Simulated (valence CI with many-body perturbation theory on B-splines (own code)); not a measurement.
## Questions on Yb XXX

Computed by configuration interaction combined with many-body perturbation theory (CI+MBPT): five valence electrons over a frozen Dirac-Fock core [Kr], a basis of 7 s, 7 p, 8 d, 6 f, 4 g, 1 h functions for each j, with the one-electron correlation potential Σ1 (screened to all orders), the two-electron term Σ2, the three-electron term Σ3, Breit, model QED; selected single and double excitations, second order for the rest, scaled by the run's own slope (own B-spline code, finite nucleus).

The last digits are not significant, and no measured levels were compared; by estimate large intervals hold to a few tenths of a per cent, small ones and those within an open d or f shell to about a per cent. Among the levels kept, up to 420 cm⁻¹ of a level comes from second order outside the variational space, and about a tenth of that is noise between levels of different J, which matters for small intervals. Only levels of the ground parity were solved; by the run's estimate the other parity begins above the list, which can be wrong where configurations are misplaced.

Levels are named by their leading jj configuration (3d3/2^4 stands for four electrons in 3d with j = 3/2), which in mixed levels can hold well under half, so a name can repeat and another be missing.

Rates and lifetimes use the calculated energies. Strong lines usually hold to 10 to 20 %, long lifetimes can be off by a factor of two.

(1) What is the ground level?

(2) How well does LS coupling describe the low levels?

(3) What is the ionisation energy?

Answers

(1) (4d3/2^4 4d5/2) J=5/2, composition 30 % 4d5 4P + 23 % 4d5 6S + 18 % 4d5 2D, g = 1.453.

(2) Among the lowest 20 levels the leading LS term, summed over configurations, holds 49 % on average. For single configurations the figures are 49 % in LS and 91 % in jj coupling. Terms mix most in the J = 5/2 level at 0 cm⁻¹, where the leading one holds 30 %.

(3) 1114.4 eV; NIST lists 1114 ± 4 eV (theoretical).
